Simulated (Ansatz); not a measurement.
Program: Ansatz. Geometries: PBE0-D4/def2-TZVP. ΔE: electronic, gas phase. CCSD(T)/CBS adds triple-zeta CCSD(T) − MP2 to the extrapolated MP2 energy (def2 sets, frozen cores). This one scheme is used for every species. One conformer a species, not always the lowest.

Reaction (ligand exchange at a B–C bond): `CB(C)S` + CH₃OH → `COB(C)S` + CH₄

```json
{"species": "`CB(C)S`", "MP2/def2-QZVPP energy (Eh)": "-502.82344"}
{"species": "CH₃OH", "MP2/def2-QZVPP energy (Eh)": "-115.55941"}
{"species": "`COB(C)S`", "MP2/def2-QZVPP energy (Eh)": "-578.00690"}
{"species": "CH₄", "MP2/def2-QZVPP energy (Eh)": "-40.42633"}
```

**Question.** Work out ΔE.

**Answer.** ΔE = (-578.00690) + (-40.42633) − (-502.82344) − (-115.55941) = -0.05038 Eh = -31.6 kcal/mol. CCSD(T)/CBS gives -31.1 kcal/mol.

Largest T1 diagnostic among the species: 0.012.

Leaving LDA and LC-ωPBE aside and taking each functional with its dispersion term where it has one, the values, not all of them listed here, spread over 2.5 kcal/mol, from CAM-B3LYP-D4 to revPBE-D4. LDA lies −1.9 kcal/mol from PBE without D4. At CCSD(T), def2-SVP lies −3.9 kcal/mol from the extrapolated value and def2-TZVPP −0.5 kcal/mol.
